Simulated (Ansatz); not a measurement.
Reaction (redistribution): `CB[SiH](F)F` + `C[SiH2]S[SiH2]F` → `CBS[SiH2]C` + `F[SiH2][SiH](F)F`

Computed with Ansatz on PBE0-D4/def2-TZVP structures; ΔE is electronic, products minus reactants. CCSD(T)/CBS is the MP2 limit (def2-TZVPP, def2-QZVPP) plus CCSD(T) − MP2 in def2-TZVPP, frozen cores. One conformer a species, not always the lowest.

`CB[SiH](F)F`:

Cartesian coordinates in Å:
```
C 0.923 -1.271 -0.100
B 0.660 0.246 -0.224
Si -1.158 1.079 0.060
F -2.270 -0.032 0.344
F -1.116 2.010 1.358
H 1.215 -1.367 0.963
H 0.058 -1.923 -0.230
H 1.778 -1.642 -0.669
H 1.577 0.991 -0.440
H -1.669 1.908 -1.061
```

`C[SiH2]S[SiH2]F`:

```xyz
12

C    -0.673   -1.366    1.147
Si   -0.935   -0.644   -0.548
S    -0.859    1.510   -0.510
Si    1.236    1.753   -0.537
F     1.908    1.132    0.778
H    -0.741   -2.456    1.110
H     0.313   -1.090    1.528
H    -1.426   -0.994    1.844
H    -2.284   -0.968   -1.077
H     0.101   -1.129   -1.498
H     1.852    1.047   -1.683
H     1.507    3.206   -0.553
```

`CBS[SiH2]C`:

Z-matrix (Å, degrees):
```
C
B 1 1.557
H 1 1.097 2 109.6
H 1 1.091 2 115.0 3 -122.8
H 1 1.097 2 109.4 3 114.8
S 2 1.790 1 120.8 3 123.6
H 2 1.200 1 120.5 3 -56.7
Si 6 2.155 2 99.8 1 -179.2
C 8 1.863 6 111.3 2 68.9
H 8 1.485 6 108.9 2 -53.9
H 8 1.486 6 105.5 2 -170.8
H 9 1.093 8 110.4 6 178.8
H 9 1.092 8 110.7 6 58.7
H 9 1.092 8 110.5 6 -61.4
```

`F[SiH2][SiH](F)F`:

```xyz
8

F     1.143   -1.943   -0.352
Si    0.762   -0.702    0.590
Si   -0.710    0.706   -0.591
F    -2.102   -0.032   -0.811
F    -0.988    1.984    0.321
H     2.012    0.024    0.930
H     0.128   -1.223    1.827
H    -0.246    1.186   -1.913
```

```csv
level,ΔE (eV)
SCS-MP2/def2-TZVPP,-0.22
CCSD/def2-TZVPP,-0.22
```

(1) What does CCSD(T)/CBS give? (Best estimate.)

Largest T1 diagnostic among the species: 0.012.

Answers

(1) The calculation gave: -0.21 eV. The listed levels differ from it by -0.01, -0.01 eV.

In def2-TZVPP, CCSD(T) changes the Hartree–Fock value by −0.08 eV (the triples alone add −0.02 eV) and MP2 by −0.06 eV. From PBE to PBE0 (25 % exact exchange), in def2-TZVPP and without D4, ΔE moves by +0.05 eV.
